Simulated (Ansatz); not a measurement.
`N#[C][SnH2][C]#N`. The species carries charge 0 and has multiplicity 1. Sn takes the def2 core potential.

Cartesian coordinates in Å:
```
N 2.727 0.665 -0.708
C 1.596 0.477 -0.596
Sn -0.473 0.160 -0.452
C -0.740 -0.766 1.413
N -0.923 -1.274 2.430
H -1.249 1.659 -0.426
H -0.939 -0.921 -1.662
```

Q: List the harmonic frequencies (cm⁻¹, unscaled) at PBE0-D4/def2-TZVP in Ansatz. (Best estimate.)

A: Computed: 76, 205, 221, 225, 326, 429, 435, 462, 556, 633, 692, 2023, 2031, 2327, 2329.

Q: Is this a minimum?

A: Yes, all 15 modes are real.

Q: Give the ideal-gas thermochemistry at 298.15 K and 1 bar (rigid rotor, harmonic oscillator; point group C2v, symmetry number 2).

A: Zero-point energy 77.6 kJ/mol; H(298) − E = 98.1 kJ/mol; entropy 345.6 J/(mol·K), of which translation 173.1, rotation 110.0, vibration 62.6; G(298) − E = -5.0 kJ/mol. Modes under 100 cm⁻¹ are hindered rotations or soft bends, so the harmonic entropy is rough.

Q: And at 400, 500, 600, 800 and 1000 K?

A: 
```
T (K)  H − E (kJ/mol)  S (J/mol/K)  G − E (kJ/mol)
  400           108.9        376.7           -41.8
  500           120.3        402.1           -80.8
  600           132.2        423.9          -122.1
  800           157.6        460.4          -210.7
 1000           184.5        490.3          -305.8
```
